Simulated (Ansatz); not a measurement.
Geometry optimisation, RKS r2SCAN/def2-SVP (Ansatz).

Input file:

```yaml
crystal:
  periodic: [false, false, false]
  atoms:
    - { symbol: "N", position_ang: [-0.3995, -1.6222, 0.9818] }
    - { symbol: B, position_ang: [0.1943, -0.2054, 1.0809] }
    - { symbol: C, position_ang: [0.6322, 0.5963, -0.2364] }
    - { symbol: F, position_ang: [1.6653, -0.1642, -0.9059] }
    - { symbol: C, position_ang: [-0.4977, 0.8766, -1.1476] }
    - { symbol: S, position_ang: [-1.3938, 1.9978, -0.8771] }
    - { symbol: H, position_ang: [0.2594, -2.26316, 1.39455] }
    - { symbol: H, position_ang: [-1.24332, -1.55539, 1.63769] }
    - { symbol: H, position_ang: [0.3805, 0.2878, 2.1913] }
    - { symbol: H, position_ang: [1.1643, 1.5425, 0.1067] }
    - { symbol: H, position_ang: [-0.6564, 0.2815, -1.9997] }
basis:
  gaussian: { orbitals: def2-SVP }
hamiltonian:
  xc: r2scan
relax:
  f_tol: 0.015
  max_steps: 40
output:
  orbitals: {}
```

Run as:

```bash
$ ansatz run input.yaml --threads 2 --pin off --max-ram 3072MiB --backend cpu --events-out ev --progress --plain --runs-dir out
```

Question: Where does it end, and by what steps?

Answer: The run converged. After 15 steps the energy has fallen by 2.692 eV; H9 moved furthest, 1.17 Å. The start is strongly strained (largest force component 9 eV/Å).

| step | energy less start (eV) | largest force component (eV/Å) | accepted |
| --- | --- | --- | --- |
| 0 | 0.0000 | 8.503 | yes |
| 1 | -1.0931 | 3.150 | yes |
| 2 | -1.5866 | 1.759 | yes |
| 3 | -1.8909 | 1.635 | yes |
| 4 | -2.1595 | 2.070 | yes |
| 5 | -2.3965 | 1.650 | yes |
| 6 | -2.5951 | 2.068 | yes |
| 7 | -2.6474 | 1.073 | yes |
| 8 | -2.6762 | 0.575 | yes |
| 9 | -2.6768 | 0.300 | yes |
| 10 | -2.6875 | 0.119 | yes |
| 11 | -2.6893 | 0.079 | yes |
| 12 | -2.6913 | 0.069 | yes |
| 13 | -2.6919 | 0.048 | yes |
| 14 | -2.6922 | 0.020 | yes |
| 15 | -2.6922 | 0.012 | yes |

```xyz
11
Properties=species:S:1:pos:R:3
N -0.045 -1.496 1.339
B -0.120 -0.132 1.116
C 0.601 0.429 -0.205
F 1.262 -0.618 -0.863
C -0.418 1.028 -1.106
S -1.132 2.474 -0.909
H 0.456 -2.104 0.698
H -0.454 -1.964 2.138
H -0.697 0.617 1.861
H 1.350 1.188 0.093
H -0.697 0.350 -1.935
```

Run time: 2.1 min on 2 threads of Arm Neoverse N1, with other jobs on the host, peak memory 0.2 GiB.
